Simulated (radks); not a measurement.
Values are calculated unless marked as measured or tabulated.
Task: The table gives one normalised radial function P(r) = r R(r) of C3+ in [He] 3s1 (r in bohr). Code: a radial shooting solver on a logarithmic mesh with Libxc functionals. Model: scalar-relativistic Kohn-Sham, PW91, spin-polarised, spherical densities, finite nucleus; open shells are filled with parallel spins first; Fermi nuclear charge, rms radius 2.4702 fm.

r,P
0.01047,0.0411
0.01465,0.0560
0.0205,0.0755
0.02846,0.0998
0.03983,0.1299
0.05574,0.1641
0.07799,0.1982
0.1091,0.2235
0.1527,0.2253
0.2137,0.1833
0.2967,0.0813
0.4151,-0.0889
0.5809,-0.2856
0.8129,-0.4017
1.138,-0.2939
1.592,0.0867
2.228,0.5412
3.092,0.6665
4.327,0.3735
6.055,0.0970
8.473,0.0084

Which n and l does it have? It may be an empty orbital.

Result: n = 3, l = 0: the number of nodes gives n - l - 1 = 2, the rise at small r (about r^(l+1)) gives l, and the extent must fit the shell. The curve is that of 3s up; the table hardly tells the two spins apart. 3s up: eigenvalue -24.905 eV, 2 radial nodes at r = 0.353, 1.49 bohr, <r> = 2.98 bohr, 90 % of the charge inside 4.28 bohr.
